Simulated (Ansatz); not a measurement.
Geometry optimisation, RKS PBE0-D4/def2-SVP in Ansatz.

input.yaml

```yaml
crystal:
  periodic: [false, false, false]
  atoms:
    - { symbol: "N", position_ang: [0.0103, 1.6205, -0.2959] }
    - { symbol: C, position_ang: [0.2768, 0.5391, -0.8366] }
    - { symbol: Si, position_ang: [0.3528, -0.9674, 0.1986] }
    - { symbol: Se, position_ang: [-1.5731, -1.3723, 1.1564] }
    - { symbol: H, position_ang: [-0.0971, 2.5094, -0.9025] }
    - { symbol: H, position_ang: [0.01633, 1.24768, 0.67496] }
    - { symbol: H, position_ang: [1.4136, -0.7613, 1.2734] }
    - { symbol: H, position_ang: [0.8178, -2.0979, -0.6271] }
    - { symbol: H, position_ang: [-1.6037, -0.0065, 1.9166] }
basis:
  gaussian: { orbitals: def2-SVP }
hamiltonian:
  xc: pbe0
  dispersion: d4
relax:
  f_tol: 0.02
  max_steps: 50
```

Run as:

```bash
$ ansatz run input.yaml --threads 2 --pin off --max-ram 3072MiB --backend cpu --events-out ev --progress --plain --runs-dir out
```

Q: Where does it end, and by what steps?

A: The run converged. After 20 steps the energy has fallen by 1.988 eV; H6 moved furthest, 1.22 Å.

```tsv
step	energy less start (eV)	largest force component (eV/Å)	accepted
0	0.0000	4.734	yes
1	-1.0946	2.735	yes
2	-1.6029	2.262	yes
3	-1.5898	1.242	no
4	-1.6764	0.785	yes
5	-1.6971	0.186	yes
6	-1.7000	0.299	yes
7	-1.7184	0.489	yes
8	-1.7340	1.097	yes
9	-1.7935	0.835	yes
10	-1.8606	0.997	yes
11	-1.9145	0.566	yes
12	-1.9192	0.956	yes
13	-1.9298	0.734	yes
14	-1.9731	0.266	yes
15	-1.9803	0.135	yes
16	-1.9869	0.085	yes
17	-1.9866	0.146	no
18	-1.9856	0.138	no
19	-1.9879	0.025	yes
20	-1.9880	0.016	yes
```

```xyz
9
Properties=species:S:1:pos:R:3
N -0.032 1.602 -0.440
C 0.919 0.724 -0.484
Si 0.488 -0.940 0.259
Se -1.652 -1.017 1.178
H 0.096 2.537 -0.834
H -0.970 1.436 -0.027
H 1.488 -1.296 1.307
H 0.489 -1.960 -0.829
H -1.213 -0.375 2.427
```

Time of the run: 78 s on 2 threads of Intel(R) Xeon(R) Platinum 8488C (Sapphire Rapids), with other jobs on the host, peak memory 0.26 GiB.
